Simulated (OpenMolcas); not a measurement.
# Cl3+: effect of the active space

```
Program             : OpenMolcas 26.06
Method              : CASSCF or its RAS form
Basis               : ANO-RCC-VTZP
Scalar Hamiltonian  : DKH2, point nucleus
Spin-orbit coupling : RASSI with atomic mean-field integrals over the reference wave functions, term energies averaged over their components
```

A. 2 electrons in 3 orbitals (3p); 2S+1 = 3 even, 3 roots; 2S+1 = 1 even, 6 roots; cost of the order of 1.8 core-seconds
B. 4 electrons in 4 orbitals (3s 3p); 2S+1 = 3 even, 6 roots; 2S+1 = 1 even, 12 roots; 2S+1 = 5 odd, 1 root; 2S+1 = 3 odd, 9 roots; 2S+1 = 1 odd, 8 roots; cost about 13 core-seconds
C. 4 electrons in 8 orbitals (3s 3p 4s 4p); 2S+1 = 3 even, 3 roots; 2S+1 = 1 even, 11 roots; 2S+1 = 5 odd, 1 root; 2S+1 = 3 odd, 9 roots; 2S+1 = 1 odd, 8 roots; cost roughly 17 core-seconds
D. 4 electrons in 9 orbitals (RAS2 3s 3p; RAS3 3d, at most 2 electrons); 2S+1 = 3 even, 6 roots; 2S+1 = 1 even, 12 roots; 2S+1 = 5 odd, 1 root; 2S+1 = 3 odd, 9 roots; 2S+1 = 1 odd, 8 roots; cost roughly 24 core-seconds

Energies in cm-1 above 3s2 3p2 3P0, the measured ground level; measured values from Moore, Atomic Energy Levels, vol. I, NSRDS-NBS 35 (1971 reprint of NBS Circular 467, 1949).

```tsv
Level	A	B	C	D	Measured
3s2 3p2 3P0	0.0	0.0	0.0	0.0	0.0
3s2 3p2 3P1	454	450	449	440	491
3s2 3p2 3P2	1271	1241	1237	1226	1341
3s2 3p2 1D2	16816	16817	16611	16003	13766
3s2 3p2 1S0	40545	30703	30036	35751	32550
```

Deviations, from unrounded energies. A percentage is the sum of absolute deviations over the sum of measured energies, with the sign that they share, or ± where signs differ.

| Against measurement | Levels | A | B | C | D |
| --- | --- | --- | --- | --- | --- |
| mean absolute deviation (cm-1) | 4 | 2800 | 1300 | 1400 | 1400 |
| fine structure of the ground term (%) | 2 | -5.8 | -7.7 | -8.0 | -9.1 |
| other terms of the ground configuration (%) | 2 | +23.8 | ±10.6 | ±11.6 | +11.7 |

B lies closest to measurement on these levels and A furthest from it. The largest miss of B in the table is 3s2 3p2 1D2, by +3100 cm-1. The ranking rests on the paired levels alone, and a cruder setting can come out closer through cancelling errors.

Among A to D the level of the table that moves most is 3s2 3p2 1S0, by 11000 cm-1 (lowest in C, highest in A).

With the s shell closed, the reference lacks s² → p² mixing (holds for A). Active for correlation alone: 4p 4s; no level in the range computed is led by a configuration that fills them, so any true level of that kind is missing (holds for C). Active for correlation alone: 3d; no level in the range computed is led by a configuration that fills it, so any true level of that kind is missing (holds for D). Computed and measured levels are paired by configuration, term and J; levels that our copy of the source lacks, or whose pairing is in doubt (as where it misses far off the trend of its configuration), stay unpaired and out of the deviations. Only configurations of the active space appear. Levels that lie high or do not pair safely by name in every column are left out.
